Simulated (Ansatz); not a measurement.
Z-matrix (Å, degrees):
```
Al
N 1 1.7830
H 2 1.0141 1 124.93
H 2 1.0142 3 110.14 1 179.95
N 1 1.7830 2 120.00 3 163.98
H 5 1.0141 1 124.92 2 -15.97
H 5 1.0142 6 110.14 1 179.93
N 1 1.7830 2 120.00 3 -15.95
H 8 1.0142 1 124.93 2 163.98
H 8 1.0142 9 110.14 1 179.98
```
Charge 0, multiplicity 1.

Method: frozen-core CCSD(T)/cc-pVTZ // PBE-D3(BJ)/def2-TZVP run with Ansatz (a quantum-chemistry and plane-wave program).

| Property | Value |
|---|---|
| HF energy | -408.95743 Ha |
| MP2 correlation energy | -0.73000 Ha |

Problem. Estimate the CCSD correlation energy, the (T) correction, the total energy and the T1 diagnostic.

Solution. 
- CCSD correlation energy = -0.75629 Ha
- (T) correction = -0.02791 Ha
- CCSD(T) total energy = -409.74163 Ha
- T1 diagnostic = 0.010
